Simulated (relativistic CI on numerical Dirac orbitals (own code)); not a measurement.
Computed by Dirac-Coulomb-Breit CI, orbitals from a KLI potential per configuration, QED by a radiative potential, unscaled Slater integrals (own radial code, finite nucleus).

The strongest absorption lines from the ground level of an ion, among the configurations computed and to levels below about 18600 eV (vacuum wavelength in nm, gf): 0.08590 (0.65), 0.09652 (1.3), 0.09656 (1.6), 0.09658 (0.66), 0.09883 (0.64), 0.11267 (1.7), 0.11310 (2.1), 0.11311 (2.7).

Which ion is it?
A. Hg LXXIV
B. Er LX
C. Hg LXXII
D. W LXVI

C. Hg LXXII has 9 electrons and the ground level 2s²2p⁵ ²P°3/2; the strongest line goes to 2s²2p⁴3d ²D5/2. The pattern of lines fixes the number of electrons, and along that sequence the line energies rise steadily with the charge (about as its square where n changes within one kind of shell, about linearly where n is kept but much faster in heavy ions where fine structure, which grows about as Z⁴, sets the gap, and irregularly where shells cross), which fixes Z. Configurations outside the model, such as inner-shell arrays, can give stronger lines. At this charge energies of transitions that change n are usually good to better than 1 %, and those within a shell (Δn = 0) to a few per cent.

LS names give the leading component of a level, which can be under half, so a name can repeat, a term be missing and a line seem to break the LS rules.
